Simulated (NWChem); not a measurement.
System: C3H3NS2; SMILES Sc1cncs1

Here is an NWChem input.

```
start job
memory heap 200 mb stack 900 mb global 1100 mb
geometry units angstroms noautoz
  S      0.137618     2.096673     0.406008
  C     -0.066872     0.373153     0.153987
  C     -1.244537    -0.301953    -0.063441
  N     -1.153703    -1.656497    -0.138292
  C      0.075763    -2.044123     0.019157
  S      1.220292    -0.781065     0.290117
  H      0.724521     2.379950    -0.780720
  H     -2.210535     0.194629    -0.174242
  H      0.396481    -3.088654    -0.018448
end
basis spherical
  * library sto-3g
end
dft
  xc b3lyp
  iterations 150
  mulliken
end
task dft energy
```

All runs use the structure optimised with PBE0/def2-SVP. B3LYP is NWChem's, with the RPA form of VWN correlation.

Q: Give the results of this calculation. (B3LYP/STO-3G.) Quantities: basis functions; energy (Ha); highest occupied level (eV); orbital gap (eV); dipole (D).

A: 
| Quantity | Value |
|---|---|
| number of basis functions | 41 |
| energy (Ha) | -956.28 |
| highest occupied level (eV) | -3.89 |
| orbital gap (eV) | 5.84 |
| dipole (D) | 2.40 |
